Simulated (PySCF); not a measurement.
C$_{3}$H$_{5}$, doublet, geometry from GFN2-xTB; PySCF with MP2/STO-3G.

Input for PySCF:
```python
from pyscf import gto, scf, mp

mol = gto.M(
    atom='''
C    -0.010119    0.884815   -0.037771
C     0.763151   -0.350676    0.056893
C    -0.755227   -0.368292    0.051022
H    -0.016347    1.664921   -0.767964
H     1.314627   -0.706453   -0.807718
H     1.252008   -0.593943    0.991133
H    -1.245517   -0.622918    0.981477
H    -1.291599   -0.736689   -0.817794
''',
    basis='sto-3g',
    charge=0,
    spin=1,
    verbose=4,
)

mf = scf.UHF(mol)
mf.kernel()

pt = mp.MP2(mf)
pt.kernel()
print('E(MP2) = %.10f' % pt.e_tot)
```

The log (banner, timings and long lists left out):

```
PySCF version 2.14.0

[INPUT] verbose = 4
[INPUT] num. atoms = 8
[INPUT] num. electrons = 23
[INPUT] charge = 0
[INPUT] spin (= nelec alpha-beta = 2S) = 1
[INPUT] symmetry False subgroup None
[INPUT] Mole.unit = angstrom
[INPUT] Symbol           X                Y                Z      unit          X                Y                Z       unit  Magmom
[INPUT]  1 C     -0.010119000000   0.884815000000  -0.037771000000 AA   -0.019122138654   1.672058020907  -0.071376845451 Bohr   0.0
[INPUT]  2 C      0.763151000000  -0.350676000000   0.056893000000 AA    1.442146381688  -0.662681598458   0.107512188405 Bohr   0.0
[INPUT]  3 C     -0.755227000000  -0.368292000000   0.051022000000 AA   -1.427172191877  -0.695971013868   0.096417606328 Bohr   0.0
[INPUT]  4 H     -0.016347000000   1.664921000000  -0.767964000000 AA   -0.030891352958   3.146244709037  -1.451241633525 Bohr   0.0
[INPUT]  5 H      1.314627000000  -0.706453000000  -0.807718000000 AA    2.484284985959  -1.335002689877  -1.526365805881 Bohr   0.0
[INPUT]  6 H      1.252008000000  -0.593943000000   0.991133000000 AA    2.365952225764  -1.122389603603   1.872969923019 Bohr   0.0
[INPUT]  7 H     -1.245517000000  -0.622918000000   0.981477000000 AA   -2.353686013490  -1.177144418062   1.854722727560 Bohr   0.0
[INPUT]  8 H     -1.291599000000  -0.736689000000  -0.817794000000 AA   -2.440768372762  -1.392140448980  -1.545406686313 Bohr   0.0

nuclear repulsion = 69.5476472598376
number of shells = 14
number of NR pGTOs = 60
number of NR cGTOs = 20
basis = sto-3g
ecp = {}

******** <class 'pyscf.scf.uhf.UHF'> ********
method = UHF
initial guess = minao
damping factor = 0
level_shift factor = 0
DIIS = <class 'pyscf.scf.diis.CDIIS'>
diis_start_cycle = 1
diis_space = 8
diis_damp = 0
SCF conv_tol = 1e-09
SCF conv_tol_grad = None
SCF max_cycles = 50
direct_scf = True
direct_scf_tol = 1e-13
number electrons alpha = 12  beta = 11
Set gradient conv threshold to 3.16228e-05
init E= -115.689258599245

cycle= 1 E= -114.975077769972  delta_E= 0.714  |g|= 0.167  |ddm|= 2.44
cycle= 2 E= -115.006349090575  delta_E= -0.0313  |g|= 0.0603  |ddm|= 0.297
cycle= 3 E= -115.011404839601  delta_E= -0.00506  |g|= 0.0202  |ddm|= 0.135
cycle= 4 E= -115.012054163893  delta_E= -0.000649  |g|= 0.0106  |ddm|= 0.041
cycle= 5 E= -115.012325300058  delta_E= -0.000271  |g|= 0.00409  |ddm|= 0.0382
cycle= 6 E= -115.012369586874  delta_E= -4.43e-05  |g|= 0.00149  |ddm|= 0.0178
cycle= 7 E= -115.012375248214  delta_E= -5.66e-06  |g|= 0.00039  |ddm|= 0.00689
cycle= 8 E= -115.012375544146  delta_E= -2.96e-07  |g|= 0.000108  |ddm|= 0.00148
cycle= 9 E= -115.012375564312  delta_E= -2.02e-08  |g|= 3.18e-05  |ddm|= 0.000358
cycle= 10 E= -115.01237556619  delta_E= -1.88e-09  |g|= 7.88e-06  |ddm|= 0.000108
cycle= 11 E= -115.012375566298  delta_E= -1.08e-10  |g|= 2.48e-06  |ddm|= 2.47e-05
Extra cycle  E= -115.012375566306  delta_E= -7.84e-12  |g|= 1.24e-06  |ddm|= 4.11e-06
converged SCF energy = -115.012375566306  <S^2> = 0.76213044  2S+1 = 2.0120939

******** <class 'pyscf.mp.ump2.UMP2'> ********
nocc = (np.int64(12), np.int64(11)), nmo = (20, 20)
E(UMP2) = -115.152289651723  E_corr = -0.139914085417534
E(SCS-UMP2) = -115.165171386286  E_corr = -0.15279581997959
E_corr(same-spin) = -0.0174243259862895
E_corr(oppo-spin) = -0.122489759431245
E(MP2) = -115.1522896517
```
